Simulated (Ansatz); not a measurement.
F4Ge, singlet, geometry from GFN2-xTB. Base run: Ansatz (a first-principles code) with PBE0/STO-3G.

Ansatz was given this input:
Ansatz 0.2 input:
```yaml
crystal:
  periodic: [false, false, false]
  atoms:
    - {symbol: F, position_ang: [1.28249365, -1.06843622, -0.11172530]}
    - {symbol: Ge, position_ang: [-0.00000000, -0.00000000, -0.00000000]}
    - {symbol: F, position_ang: [0.58041552, 1.56903814, 0.00809899]}
    - {symbol: F, position_ang: [-1.01772117, -0.21135552, -1.31087792]}
    - {symbol: F, position_ang: [-0.84518800, -0.28924641, 1.41450423]}
basis:
  gaussian:
    orbitals: STO-3G
hamiltonian:
  xc: pbe0
```

Variants of this job, named by their change:

```tsv
change	basis functions	E (Eh)
base	38	-2446.12009
basis = pcseg-0	?	?
basis = 6-31G	?	?
basis = pc-1	83	?
basis = pcseg-1	83	-2475.52936
basis = 6-31G*	95	-2475.58529
basis = aug-cc-pVDZ	128	-2475.89789
basis = pc-2	163	-2476.11385
basis = cc-pVTZ	163	-2476.08174
basis = pcseg-2	163	-2476.10061
basis = def2-TZVP	172	-2476.07003
basis = aug-cc-pVTZ	?	?
basis = cc-pVQZ	288	-2476.12800
```

Question: What belongs in the gaps?

Answer: 
- basis = pcseg-0, basis functions: 58
- basis = pcseg-0, E (Eh): -2472.15558
- basis = 6-31G, basis functions: 65
- basis = 6-31G, E (Eh): -2475.43254
- basis = pc-1, E (Eh): -2475.69316
- basis = aug-cc-pVTZ, basis functions: 243
- basis = aug-cc-pVTZ, E (Eh): -2476.09215

Totals compare only among sets that treat the same electrons; sets with core potentials leave the core out.
